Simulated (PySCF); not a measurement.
Dipole response of Ti²⁺ (titanium, charge +2)

[Ar] 3d2, high-spin 3F determinant. Computed with PySCF 2.14 in aug-cc-pVTZ with one added diffuse shell each of s, p, d, f, g type (9s8p6d4f3g, 118 functions), with no relativity, point nucleus. Coupled (time-dependent) response in atomic units; α is the mean over directions.

```tsv
method	mean α (bohr³)	C₆ (like pair)	S(−4)
B97-3	4.737	14.26	17.27
```

S(−4) is the Cauchy moment in α(ω) = α(0) + S(−4) ω² + …

α(iu) at B97-3:

```
u (hartree)  α(iu) (bohr³)
          0          4.737
     0.0500          4.694
      0.100          4.576
      0.200          4.206
      0.300          3.797
      0.500          3.119
      0.750          2.519
       1.00          2.078
       1.50          1.462
       2.00          1.067
       3.00         0.6249
       5.00         0.2827
```

A single London oscillator, α(iu) = α/(1 + u²/ω²), gives C₆ = (3/4) ω α². Matching the computed C₆ needs ω = 4 × 14.26 / (3 × 4.737²) = 0.847 hartree.

For an ion, C₆ is the dispersion term alone; charge-induced terms of lower order in 1/R come first.
